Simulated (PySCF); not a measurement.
C₃H₃N₂, SMILES c1nc[c][nH]1, multiplicity 2. Atoms are numbered in the order given.

```xyz
8

C      1.1799     0.1827     0.0000
C      0.2455     1.1887     0.0000
N     -1.0000     0.6017     0.0000
C     -0.8153    -0.7032     0.0000
N      0.5166    -1.0134     0.0000
H      0.3847     2.2677     0.0000
H     -1.6010    -1.4598     0.0000
H      0.9391    -1.9351     0.0000
```
Charge 0, spin multiplicity 2.

Geometry: r2SCAN-D4/def2-SVP. The isomer is the one that the SMILES or the coordinates give; other isomers of the formula were not compared.

Computed with PBE0/def2-TZVP (PySCF).

Computed frontier levels, dipole moment and polarisability:
* **α spin, highest occupied and lowest empty level**: -6.94 and 0.42 eV
* **β spin, highest occupied and lowest empty level**: -6.67 and -3.08 eV
* **dipole moment**: 3.20 D
* **quadrupole, principal values (traceless, Buckingham form, about the centre of nuclear charge)**: -5.11, -4.15, 9.26 D·Å
* **mean static polarisability**: 45.2 bohr³ (6.70 Å³)
* **polarisability, principal values**: 30.3, 51.2, 54.0 bohr³
* **⟨S²⟩**: 0.762 (pure state 0.75)
